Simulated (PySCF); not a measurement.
# Radial density of Cu⁺ (copper, charge +1)

UHF, [Ar] 3d10, closed-shell 1S. Computed with PySCF 2.14 in jorge-DZP-DKH (8s6p2d1f, 43 functions), with the spin-free X2C one-electron Hamiltonian (Gaussian nucleus).

```json
{"r (bohr)": "0.000809", "4πr²ρ (e/bohr)": "0.2070"}
{"r (bohr)": "0.00136", "4πr²ρ (e/bohr)": "0.5376"}
{"r (bohr)": "0.00229", "4πr²ρ (e/bohr)": "1.308"}
{"r (bohr)": "0.00385", "4πr²ρ (e/bohr)": "3.114"}
{"r (bohr)": "0.00648", "4πr²ρ (e/bohr)": "7.073"}
{"r (bohr)": "0.0109", "4πr²ρ (e/bohr)": "14.66"}
{"r (bohr)": "0.0183", "4πr²ρ (e/bohr)": "25.84"}
{"r (bohr)": "0.0308", "4πr²ρ (e/bohr)": "34.82"}
{"r (bohr)": "0.0518", "4πr²ρ (e/bohr)": "32.22"}
{"r (bohr)": "0.0872", "4πr²ρ (e/bohr)": "28.27"}
{"r (bohr)": "0.147", "4πr²ρ (e/bohr)": "39.28"}
{"r (bohr)": "0.247", "4πr²ρ (e/bohr)": "29.42"}
{"r (bohr)": "0.415", "4πr²ρ (e/bohr)": "18.14"}
{"r (bohr)": "0.698", "4πr²ρ (e/bohr)": "21.81"}
{"r (bohr)": "1.17", "4πr²ρ (e/bohr)": "8.023"}
{"r (bohr)": "1.98", "4πr²ρ (e/bohr)": "1.242"}
{"r (bohr)": "3.32", "4πr²ρ (e/bohr)": "0.07458"}
```

Densities and radii are taken from the X2C orbitals without a picture-change correction, which distorts them close to the nucleus.
